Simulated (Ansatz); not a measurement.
One change: `OC(O)[O][GeH3]` becomes `OCC(O)O`.

Ansatz, PBE0-D4/def2-TZVP geometries, multiplicity 1. Each molecule was computed in one conformer, which needn't be the lowest.

Scalar relativity is left out up to krypton.

```csv
property,`OC(O)[O][GeH3]`
HOMO–LUMO gap (ωB97M-V/def2-TZVPP) / eV,12.76
LUMO energy (PBE/def2-TZVPP) / eV,-0.47
HOMO–LUMO gap (PBE0/def2-TZVPP) / eV,8.67
size of the dipole moment (PBE/def2-TZVPP) / D,1.27
LUMO energy (PBE0/def2-TZVPP) / eV,0.41
LUMO energy (B3LYP/def2-TZVPP) / eV,0.14
```

**Question.** What does the change do to each property? (Estimate.)

**Answer.** The calculation gave: 
```
                                      property  `OCC(O)O`  shift
       HOMO–LUMO gap (ωB97M-V/def2-TZVPP) / eV      12.83   0.07
             LUMO energy (PBE/def2-TZVPP) / eV      -0.05   0.42
          HOMO–LUMO gap (PBE0/def2-TZVPP) / eV       8.91   0.24
size of the dipole moment (PBE/def2-TZVPP) / D       0.99  -0.28
            LUMO energy (PBE0/def2-TZVPP) / eV       0.85   0.44
           LUMO energy (B3LYP/def2-TZVPP) / eV       0.46   0.32
```

With PBE0 the HOMO rises by 0.20 eV and the LUMO rises by 0.44 eV, so the gap widens by about 0.24 eV. PBE moves the HOMO by 0.31 eV and ωB97M-V by 0.12 eV. Dipoles are sizes alone; their direction can turn.

B3LYP here is the variant with VWN-RPA as its local correlation; programs differ in this.
